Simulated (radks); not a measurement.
Species: neutral tellurium. Configuration: [Kr] 4d10 5s2 5p4. All-electron calculation, scalar-relativistic Kohn-Sham, r2SCAN, spin-unpolarised, spherical densities, finite nucleus; meta-GGA in the generalised Kohn-Sham scheme; Fermi nuclear charge, rms radius 4.7423 fm; hard spherical wall at 12 bohr. Program: a radial shooting solver on a logarithmic mesh with Libxc functionals. Some entries of the table are withheld. Estimate them.

| orbital | occ. | eigenvalue (eV) | <r^2> (bohr^2) | <r> (bohr) |
|---|---|---|---|---|
| 1s | 2 | -31684.58 | 0.001049 | 0.02782 |
| 2s | 2 | -4875.372 | 0.01693 | 0.1198 |
| 2p | 6 | -4373.509 | 0.01340 | 0.1048 |
| 3s | 2 | -976.8222 | 0.1181 | 0.3214 |
| 3p | 6 | -812.5743 | 0.1186 | 0.3198 |
| 3d | 10 | -564.6629 | (1) | 0.2968 |
| 4s | 2 | -168.5710 | 0.6626 | 0.7659 |
| 4p | 6 | -117.4427 | 0.7698 | (2) |
| 4d | 10 | -42.6937 | 1.110 | 0.9714 |
| 5s | 2 | -15.6138 | 5.050 | 2.107 |
| 5p | 4 | -6.1636 | 8.143 | 2.654 |
| 6s | 0 | 0.4238 | 43.98 | 6.328 |
| 5d | 0 | 2.0095 | 43.94 | 6.267 |
| 4f | 0 | 4.1308 | 65.99 | 7.954 |

Answer. 
(1) 3d <r^2> (bohr^2): 0.1043
(2) 4p <r> (bohr): 0.8218
